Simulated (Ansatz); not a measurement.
Molecule: C$_{2}$H$_{10}$OSi$_{2}$, charge 0, multiplicity 1. 
Structure (B3LYP-D3(BJ)/def2-TZVP (Ansatz, an electronic-structure program) minimum search):
```xyz
15

Si    -0.8654    -0.2026    -0.5782
C     -1.3404     1.5980    -0.7198
C     -1.7707    -1.0293     0.8305
O      0.7602    -0.3304    -0.3432
Si     2.0513     0.0196     0.5906
H     -1.1634    -0.9042    -1.8499
H     -2.4085     1.7019    -0.9258
H     -0.7935     2.0865    -1.5287
H     -1.1246     2.1364     0.2063
H     -1.4758    -2.0761     0.9269
H     -1.5607    -0.5311     1.7801
H     -2.8509    -0.9981     0.6683
H      3.2606    -0.5616    -0.0315
H      1.8782    -0.5489     1.9497
H      2.2207     1.4881     0.7125
```

Property: atomisation energy (electronic, to ground-state atoms), in kJ/mol. Cores are frozen in the correlated levels unless marked. UHF or UKS for open shells. No spin-orbit coupling. Non-relativistic. The coupled-cluster limit lacks core correlation, which all-electron functionals hold. CBS(X,Y): correlation extrapolated as X^-3; Hartree-Fock from the larger set.

```csv
level,program,atomisation energy (kJ/mol)
HF/aug-cc-pV(Q+d)Z,Ansatz,4203.9
PBE-D3(BJ)/def2-TZVPD,Ansatz + dftd3,5465.5
```

**Question.** Estimate the value at CCSD(T)/CBS(cc-pV(T+d)Z,cc-pV(Q+d)Z) as computed with Ansatz.

**Answer.** 5490.7 kJ/mol
